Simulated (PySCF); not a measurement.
Species: C4H10O2Si.
Numbering: `[CH3:1][CH2:2][O:3]/[CH:4]=[CH:5]\[O:6][SiH3:7]` (hydrogens: H8, H9, H10 on C1; H11, H12 on C2; H13 on C4; H14 on C5; H15, H16, H17 on Si7)

Method used: PySCF 2.14.0, PBE0-D3(BJ)/def2-SVP geometry optimisation, gas phase.

What internal coordinates does the optimisation give?

```csv
bond,length (Å)
C1–C2,1.507
C2–O3,1.413
O3–C4,1.361
C4=C5,1.338
C5–O6,1.345
O6–Si7,1.686
"C1–H8, C1–H9, C1–H10",1.100
"C2–H11, C2–H12",1.107
C4–H13,1.096
C5–H14,1.093
"Si7–H15, Si7–H16, Si7–H17",1.491
```

Bonds in one row agree within 0.01 Å and their mean is given. A selection of angles:
```csv
angle,degrees
C2–C1–H8,110.5
C2–C1–H10,110.4
H8–C1–H9,108.2
H8–C1–H10,108.6
C1–C2–O3,108.7
C1–C2–H11,111.1
O3–C2–H11,109.6
H11–C2–H12,107.2
C2–O3–C4,115.6
O3–C4–C5,120.4
O3–C4–H13,117.8
C5–C4–H13,121.7
C4–C5–O6,125.5
C4–C5–H14,120.6
O6–C5–H14,113.9
C5–O6–Si7,129.7
O6–Si7–H15,112.3
O6–Si7–H16,112.9
O6–Si7–H17,102.6
H15–Si7–H16,111.4
H15–Si7–H17,108.3
H16–Si7–H17,108.9
```

Torsions: C1–C2–O3–C4 176° (antiperiplanar); C2–O3–C4–C5 133° (anticlinal); O3–C4–C5–O6 -3° (synperiplanar); C4–C5–O6–Si7 -2° (synperiplanar). The mirror-image conformer, all signs reversed, is as good.

Si7 (oxygen-bound silicon) is distorted tetrahedral (angles from 102.6° to 112.9°). The C–C distances run from 1.338 Å (C4=C5, drawn double) to 1.507 Å (C1–C2, drawn single), a spread of 0.169 Å. The 3 C–O bonds span 1.345 Å (C5–O6, drawn single) to 1.413 Å (C2–O3, drawn single), a spread of 0.068 Å. Of the pairs four or more bonds apart, O3···Si7 is among the closest relative to their van der Waals radii: 2.84 Å, 78 % of the sum of Bondi's values.

Point group: C1 (no symmetry element, even within 0.4 Å). Not checked by PBE0-D3(BJ)/def2-SVP frequencies. One conformer, not necessarily the lowest.

Time: 2.4 min wall; peak memory 0.61 GiB. Hardware: one thread, Arm Neoverse V2 (aarch64), shared host. That covers the optimisation of the geometry.
